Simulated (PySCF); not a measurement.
Compound: bromotrifluorosilane, BrF₃Si.
Bonds: F1–Si2, Si2–F3, Si2–F4, Si2–Br5.

Computed, not measured: core-valence-separated Tamm–Dancoff BHandHLYP/aug-pcX-1 (def2-SVPD on Si, def2-SVPD on Br) in PySCF, non-relativistic, gas phase, PBE0-D3(BJ)/def2-SVP geometry.

Computed fluorine K-edge spectrum, Gaussian lines of 0.4 eV full width, highest printed point 100; it ends one width below the last computed root. The energies are unshifted.

(photon energy (eV), absorption): (684.9, 1), (685.0, 6), (685.1, 20), (685.2, 44), (685.3, 70), (685.4, 78), (685.5, 61), (685.6, 34), (685.7, 13), (685.8, 4), (685.9, 1), (686.0, 0), (686.1, 0), (686.2, 0), (686.3, 0), (686.4, 0), (686.5, 0), (686.6, 0), (686.7, 0), (686.8, 0), (686.9, 2), (687.0, 8), (687.1, 23), (687.2, 50), (687.3, 79), (687.4, 97), (687.5, 100), (687.6, 94), (687.7, 78), (687.8, 54), (687.9, 33), (688.0, 27), (688.1, 33), (688.2, 38), (688.3, 34), (688.4, 24), (688.5, 19), (688.6, 22), (688.7, 24), (688.8, 21), (688.9, 13), (689.0, 6), (689.1, 2)

Question: Assign the maxima to core holes.

Answer: 4 maxima:
- 685.4 eV: F1/F3/F4 (silicon-bound fluorine), 685.38 eV, f = 0.048, sum of 3, 100 % of the height at the exact maximum
- 687.5 eV: F1/F3/F4 (silicon-bound fluorine), 687.37 eV, f = 0.048, sum of 3, 62 % of the height at the exact maximum; F1/F3/F4 (silicon-bound fluorine), 687.66 eV, f = 0.042, sum of 3, 38 % of the height at the exact maximum
- 688.2 eV: F1/F3/F4 (silicon-bound fluorine), 688.21 eV, f = 0.023, sum of 3, 98 % of the height at the exact maximum
- 688.7 eV: F1/F3/F4 (silicon-bound fluorine), 688.71 eV, f = 0.015, sum of 3, 98 % of the height at the exact maximum

Roots within 0.03 eV on the same or equivalent atoms count as one line; shares under 12 % aren't listed.

Vibrational structure and lifetime widths aren't in the curve. The ionisation threshold wasn't computed; near and above it a finite basis only mimics Rydberg series and continuum. Relativistic effects, spin–orbit coupling among them, are left out although an element past zinc is present.
